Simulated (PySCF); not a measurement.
CH2Cl (SMILES [CH2]Cl), doublet, geometry from GFN2-xTB. Base run: PBE/6-31G* in PySCF.

Here is a job for PySCF.
```python
from pyscf import gto, scf, dft

mol = gto.M(
    atom='''
C    -1.098627    0.003037   -0.023013
Cl    0.576869   -0.001595    0.012084
H    -1.604785    0.945302   -0.039270
H    -1.610222   -0.936413   -0.028077
''',
    basis='6-31g*',
    charge=0,
    spin=1,
    verbose=4,
)

mf = dft.UKS(mol)
mf.xc = 'pbe'
mf.kernel()
```

Each row names what was changed in the base input (with any setting that the change needs).

```csv
change,ΔE vs base (mEh),grid points,electrons on the grid
base,0.000,52616,25.00000
grids.prune = dft.gen_grid.sg1_prune,-0.024,21440,24.99995
"grids.atom_grid = (30, 110)",0.531,9816,25.00017
"grids.atom_grid = (150, 974)",0.000,318360,25.00000
grids.level = 0,-26.107,3952,25.00787
grids.radi_method = delley,0.000,56048,25.00000
grids.level = 5,0.001,133112,25.00000
"grids.atom_grid = (50, 194)",0.001,26176,24.99999
"grids.atom_grid = (99, 590)",0.000,127624,25.00000
grids.level = 2,0.000,33704,25.00000
grids.level = 7,0.000,272184,25.00000
```

Open shells are given as the SCF converged; they aren't shown to be the lowest states, and a large step between rows can be another state.
